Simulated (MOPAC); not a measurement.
A run for MOPAC: PM7 on CH6SSn (SMILES C[S][SnH3]), a point of a torsion scan.

```
PM7 1SCF PRECISE CHARGE=0 THREADS=1
CH6SSn

C      1.62290859 1    -0.13747388 1     0.11832160 1
S      1.28881923 1     0.34917397 1    -1.60231517 1
Sn    -0.34063486 1    -1.27717972 1    -2.26678688 1
H      1.66230291 1    -1.21760564 1     0.21156359 1
H      2.58673219 1     0.29053543 1     0.37019928 1
H      0.85475212 1     0.26918483 1     0.76746440 1
H      0.25546631 1    -2.82643156 1    -1.99842994 1
H     -0.66276556 1    -1.05295721 1    -3.88460796 1
H     -1.76650891 1    -1.14873493 1    -1.38504792 1
```

Program output:

```
*******************************************************************************
 **                                                                           **
 **                              MOPAC v23.2.5                                **
 **                                                                           **
 *******************************************************************************
 ** MOPAC's Digital Object Identifier: https://doi.org/10.5281/zenodo.6511958 **
 **                                                                           **
 ** Please cite the open-source release paper for use of this MOPAC version:  **
 ** J. E. Moussa and J. J. P. Stewart (2026)                                  **
 ** MOPAC: An open-source semiempirical molecular orbital program             **
 ** J. Open Source Softw., 11(119), 8025, https://doi.org/10.21105/joss.08025 **
 *******************************************************************************

                              PM7 CALCULATION RESULTS

 *******************************************************************************
 *  PM7        - The PM7 Hamiltonian to be used
 *
 *
 *
 *                 CHARGE ON SYSTEM = 0
 *
 *
 *
 *  PRECISE    - TIGHTER CRITERIA TO BE USED
 *  1SCF       - DO 1 SCF AND THEN STOP
 *  THREADS=1  - MULTI-THREADING NOT USED
 *  T=         - A TIME OF 172800.0 SECONDS REQUESTED
 *  DUMP=N     - RESTART FILE WRITTEN EVERY 7200.0 SECONDS REQUESTED
 *******************************************************************************
PM7 1SCF PRECISE CHARGE=0 THREADS=1
 CH6SSn

   ATOM   CHEMICAL          X               Y               Z
  NUMBER   SYMBOL      (ANGSTROMS)     (ANGSTROMS)     (ANGSTROMS)

     1       C          1.62290859  *  -0.13747388  *   0.11832160  *
     2       S          1.28881923  *   0.34917397  *  -1.60231517  *
     3      Sn         -0.34063486  *  -1.27717972  *  -2.26678688  *
     4       H          1.66230291  *  -1.21760564  *   0.21156359  *
     5       H          2.58673219  *   0.29053543  *   0.37019928  *
     6       H          0.85475212  *   0.26918483  *   0.76746440  *
     7       H          0.25546631  *  -2.82643156  *  -1.99842994  *
     8       H         -0.66276556  *  -1.05295721  *  -3.88460796  *
     9       H         -1.76650891  *  -1.14873493  *  -1.38504792  *



          CARTESIAN COORDINATES

    NO.       ATOM           X           Y           Z

     1         C          1.6229     -0.1375      0.1183
     2         S          1.2888      0.3492     -1.6023
     3        Sn         -0.3406     -1.2772     -2.2668
     4         H          1.6623     -1.2176      0.2116
     5         H          2.5867      0.2905      0.3702
     6         H          0.8548      0.2692      0.7675
     7         H          0.2555     -2.8264     -1.9984
     8         H         -0.6628     -1.0530     -3.8846
     9         H         -1.7665     -1.1487     -1.3850

 General Reference for PM7:
 "Optimization of Parameters for Semiempirical Methods VI: More Modifications to the
 NDDO Approximations and Re-optimization of Parameters", J. J. P. Stewart, J. Mol. Mod., 1:32, 19 (2013)
 https://link.springer.com/article/10.1007/s00894-012-1667-x

           Empirical Formula: C H6 S Sn  =     9 atoms



      MOLECULAR POINT GROUP   :   C1


      RHF CALCULATION, NO. OF DOUBLY OCCUPIED LEVELS = 10



 ALL CONVERGERS ARE NOW FORCED ON
 SHIFT=10, PULAY ON, CAMP-KING ON
 AND ITERATION COUNTER RESET



 -------------------------------------------------------------------------------
 PM7 1SCF PRECISE CHARGE=0 THREADS=1
 CH6SSn



     1SCF WAS SPECIFIED, SO BFGS WAS NOT USED
     SCF FIELD WAS ACHIEVED


                              PM7 CALCULATION
                                                       MOPAC v23.2.5 Linux




          FINAL HEAT OF FORMATION =         17.41351 KCAL/MOL =      72.85811 KJ/MOL


          COSMO AREA              =        127.49 SQUARE ANGSTROMS
          COSMO VOLUME            =        120.84 CUBIC ANGSTROMS

          IONIZATION POTENTIAL    =          8.434137 EV
          HOMO LUMO ENERGIES (EV) =         -8.434 -0.007
          NO. OF FILLED LEVELS    =         10
          MOLECULAR WEIGHT        =        168.8084         POINT GROUP:  C1

          MOLECULAR DIMENSIONS (Angstroms)

            Atom       Atom       Distance
            H     8    H     5     5.51975
            S     2    H     7     2.90939
            H     9    S     2     2.30019


          SCF CALCULATIONS        =          1





   ATOM   CHEMICAL          X               Y               Z
  NUMBER   SYMBOL      (ANGSTROMS)     (ANGSTROMS)     (ANGSTROMS)

     1       C          1.62290859  *  -0.13747388  *   0.11832160  *
     2       S          1.28881923  *   0.34917397  *  -1.60231517  *
     3      Sn         -0.34063486  *  -1.27717972  *  -2.26678688  *
     4       H          1.66230291  *  -1.21760564  *   0.21156359  *
     5       H          2.58673219  *   0.29053543  *   0.37019928  *
     6       H          0.85475212  *   0.26918483  *   0.76746440  *
     7       H          0.25546631  *  -2.82643156  *  -1.99842994  *
     8       H         -0.66276556  *  -1.05295721  *  -3.88460796  *
     9       H         -1.76650891  *  -1.14873493  *  -1.38504792  *

                             CARTESIAN COORDINATES

   1    C        1.622908590    -0.137473880     0.118321600
   2    S        1.288819230     0.349173970    -1.602315170
   3   Sn       -0.340634860    -1.277179720    -2.266786880
   4    H        1.662302910    -1.217605640     0.211563590
   5    H        2.586732190     0.290535430     0.370199280
   6    H        0.854752120     0.269184830     0.767464400
   7    H        0.255466310    -2.826431560    -1.998429940
   8    H       -0.662765560    -1.052957210    -3.884607960
   9    H       -1.766508910    -1.148734930    -1.385047920


           Empirical Formula: C H6 S Sn  =     9 atoms



      MOLECULAR POINT GROUP   :   C1


                  EIGENVALUES
 -27.63227 -21.85155 -14.63439 -14.43438 -13.02453 -12.95246 -12.41828 -11.63161
  -9.64400  -8.43414  -0.00721   0.55700   0.76001   0.76663   0.85461   1.56929
   2.41750   4.49327   5.26573   5.43992   5.59435   5.68557   6.64257


              NET ATOMIC CHARGES AND DIPOLE CONTRIBUTIONS

  ATOM NO.   TYPE          CHARGE      No. of ELECS.   s-Pop       p-Pop       d-Pop
    1          C          -0.433137        4.4331     1.06604     3.36709
    2          S          -0.598069        6.5981     1.90425     4.58262     0.11120
    3         Sn           1.015295        2.9847     0.83444     2.15027
    4          H           0.146975        0.8530     0.85302
    5          H           0.168614        0.8314     0.83139
    6          H           0.155573        0.8444     0.84443
    7          H          -0.155436        1.1554     1.15544
    8          H          -0.144971        1.1450     1.14497
    9          H          -0.154844        1.1548     1.15484
 DIPOLE           X         Y         Z       TOTAL
 POINT-CHG.    -3.248    -3.671    -0.448     4.922
 HYBRID         1.151     0.940     0.934     1.755
 SUM           -2.097    -2.731     0.486     3.477


          ATOMIC ORBITAL ELECTRON POPULATIONS

     Atom    s        px        py        pz      x^2-y^2     xz        z^2       yz        xy
    1  C   1.06604   1.18637   1.15790   1.02282
    2  S   1.90425   1.76244   1.71742   1.10277   0.01149   0.01170   0.04164   0.02533   0.02104
    3 Sn   0.83444   0.67924   0.67162   0.79941
    4  H   0.85302
    5  H   0.83139
    6  H   0.84443
    7  H   1.15544
    8  H   1.14497
    9  H   1.15484

 **********************
 *                    *
 * JOB ENDED NORMALLY *
 *                    *
 **********************




 == MOPAC DONE ==
```

The run finished.

Cost: around 0.19 core-seconds (rough).
